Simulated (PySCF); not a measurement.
Core-level binding energies of `CC[P@@](=O)(P)CSC`

C4H12OP2S.
Z-matrix (Å and degrees, PBE0-D3(BJ)/def2-SVP geometry), rows numbered from 1:
```
C 
C   1  1.5180
P   2  1.8258  1  117.61
O   3  1.5017  2  112.79  1   173.54
P   3  2.2264  2  110.03  1   -62.16
C   3  1.8341  2  105.83  1    48.05
S   6  1.8099  3  112.25  2    58.17
C   7  1.8100  6  100.29  3    71.40
H   1  1.1008  2  111.30  3   -63.51
H   1  1.1011  2  112.21  3    57.92
H   1  1.1000  2  110.53  3   177.54
H   2  1.1032  1  111.08  3   118.40
H   2  1.1022  1  112.43  3  -122.08
H   5  1.4270  3   91.34  2   -66.82
H   5  1.4300  3   96.30  2    27.60
H   6  1.1016  3  110.38  2   -61.26
H   6  1.1027  3  107.98  2  -178.81
H   8  1.1001  7  110.73  6    71.10
H   8  1.0989  7  110.35  6   -51.32
H   8  1.0991  7  106.32  6  -170.62
```

Computed with PySCF 2.14.0, delta-SCF UKS SCAN, pcX-2 on the ionised atom, pcseg-1 elsewhere, spin-free X2C. Binding energies are ΔSCF values: E(core-ionised, relaxed orbitals) − E(ground state) at a fixed geometry, referred to the vacuum level.

Task: Give the core binding energies atom by atom.

Result: 
```json
{"atom(s)": "P5", "bonded to": "2 H and P", "level": "P 2p3/2", "binding energy (eV)": "136.48", "2p1/2 (eV)": "137.38", "above the level's lowest (eV)": "0.00", "count": "1"}
{"atom(s)": "P3", "bonded to": "O (double bond), 2 C and P", "level": "P 2p3/2", "binding energy (eV)": "137.62", "2p1/2 (eV)": "138.51", "above the level's lowest (eV)": "+1.14", "count": "1"}
{"atom(s)": "C2", "bonded to": "C, 2 H and P", "level": "C 1s", "binding energy (eV)": "290.73", "2p1/2 (eV)": "–", "above the level's lowest (eV)": "0.00", "count": "1"}
{"atom(s)": "C8", "bonded to": "S and 3 H", "level": "C 1s", "binding energy (eV)": "290.98", "2p1/2 (eV)": "–", "above the level's lowest (eV)": "+0.25", "count": "1"}
{"atom(s)": "C1", "bonded to": "C and 3 H", "level": "C 1s", "binding energy (eV)": "291.09", "2p1/2 (eV)": "–", "above the level's lowest (eV)": "+0.36", "count": "1"}
{"atom(s)": "C6", "bonded to": "S, 2 H and P", "level": "C 1s", "binding energy (eV)": "291.19", "2p1/2 (eV)": "–", "above the level's lowest (eV)": "+0.46", "count": "1"}
{"atom(s)": "O4", "bonded to": "P (double bond)", "level": "O 1s", "binding energy (eV)": "535.94", "2p1/2 (eV)": "–", "above the level's lowest (eV)": "0.00", "count": "1"}
{"atom(s)": "P5", "bonded to": "2 H and P", "level": "P 1s", "binding energy (eV)": "2150.00", "2p1/2 (eV)": "–", "above the level's lowest (eV)": "0.00", "count": "1"}
{"atom(s)": "P3", "bonded to": "O (double bond), 2 C and P", "level": "P 1s", "binding energy (eV)": "2151.56", "2p1/2 (eV)": "–", "above the level's lowest (eV)": "+1.56", "count": "1"}
{"atom(s)": "S7", "bonded to": "2 C", "level": "S 1s", "binding energy (eV)": "2477.02", "2p1/2 (eV)": "–", "above the level's lowest (eV)": "0.00", "count": "1"}
```

Lowest listed C 1s: C2, bonded to C, 2 H and P. Highest, 0.46 eV above it: C6, bonded to S, 2 H and P. The widest gap between neighbouring values is 0.25 eV, between 290.73 and 290.98 eV. Summing the Pauling electronegativity differences to the bonded atoms, each weighted by its formal bond order, gives -1.06 for the lowest site and -1.03 for the highest; the largest sum, -1.02, belongs to C8, 0.21 eV below the top.

The listed P 1s values span 1.56 eV, from P5 (bonded to 2 H and P) to P3 (bonded to O (double bond), 2 C and P). Summing the Pauling electronegativity differences to the bonded atoms, each weighted by its formal bond order, gives +0.02 for the lowest site and +3.22 for the highest.

The listed P 2p3/2 values span 1.14 eV, from P5 (bonded to 2 H and P) to P3 (bonded to O (double bond), 2 C and P). Summing the Pauling electronegativity differences to the bonded atoms, each weighted by its formal bond order, gives +0.02 for the lowest site and +3.22 for the highest.

Task: What is the longest wavelength that can ionise P 2p3/2 of P3 vertically?

Result: λ = hc/E = 12398.42 eV Å / 137.62 eV = 90.092 Å.

Task: Which photon energy gives electrons from P 2p3/2 of P3 a kinetic energy of 20 eV, and what is their de Broglie wavelength?

Result: hν = 137.62 + 20 = 157.62 eV, recoil neglected; λ = 12.264 Å/√(E/eV) = 2.74 Å.

Not every level is listed. For 2p shells one spin-free hole was relaxed; a mean-field spin–orbit operator and the ground-state splitting of the three 2p orbitals were then diagonalised within the shell. The shell's mean is (2 × 2p3/2 + 2p1/2)/3, and the degeneracies 2j + 1 give areas of 2:1. 2p1/2 minus 2p3/2 (ligand field included): P 0.89 eV. Geometry: PBE0-D3(BJ)/def2-SVP, one conformer, isolated molecule.

On an Arm Neoverse V2 with one thread, shared host with 96 logical CPUs at a one-minute load of 34, this took 3.8 min of wall time and 0.84 GiB of memory at its peak.
